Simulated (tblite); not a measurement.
C2H10AsBO2.
Structure used (GFN2-xTB), in Å, numbered top down from 1:
```
atom  x, y, z in Å
C1     2.811   -0.792   -0.667
O2     1.414   -0.812   -0.535
C3     0.920    0.271    0.195
O4    -0.444    0.137    0.258
B5    -1.248    1.117    0.948
As6   -2.956   -0.109    0.351
H7     3.305   -0.834    0.312
H8     3.076   -1.672   -1.248
H9     3.149    0.112   -1.191
H10    1.366    0.278    1.216
H11    1.204    1.228   -0.301
H12   -1.216    1.109    2.136
H13   -1.384    2.176    0.426
H14   -2.864   -0.377   -1.096
H15   -2.679   -1.514    0.708
H16   -4.463   -0.308    0.378
```

Computed with GFN2-xTB (tblite): harmonic, unscaled wavenumbers at the GFN2-xTB geometry, gas phase. Errors from tens to a few hundred cm⁻¹ against measured bands are possible. Modes of hydrogen on arsenic and boron can be 10 to 20 % off. One conformer, not necessarily the lowest. The optimisation stopped once no atom felt more than 0.01 eV/Å.

Lowest wavenumbers of the output (negative numbers stand for imaginary wavenumbers):
```
mode    cm-1
  1    -100.3
  2      53.9
  3      75.7
  4      76.1
  5     162.5
  6     164.2
  7     221.6
  8     265.6
  9     272.8
 10     352.1
```

Problem. Is this structure a minimum?

Solution. No. 1 mode is imaginary beyond 20i (100i cm⁻¹), so at this level the point lies at or near a first-order saddle.

Problem. Which atoms move in the imaginary mode?

Solution. 100i: O4 (boron-bound oxygen) 72 %. These are shares of the mass-weighted motion.

Problem. What is the remedy?

Solution. Step along that mode in both directions, optimise again with tighter thresholds and repeat the frequencies. The zero-point energy of this point (72.0 kcal/mol) counts the 41 real modes alone, and thermal corrections from it aren't those of a minimum.
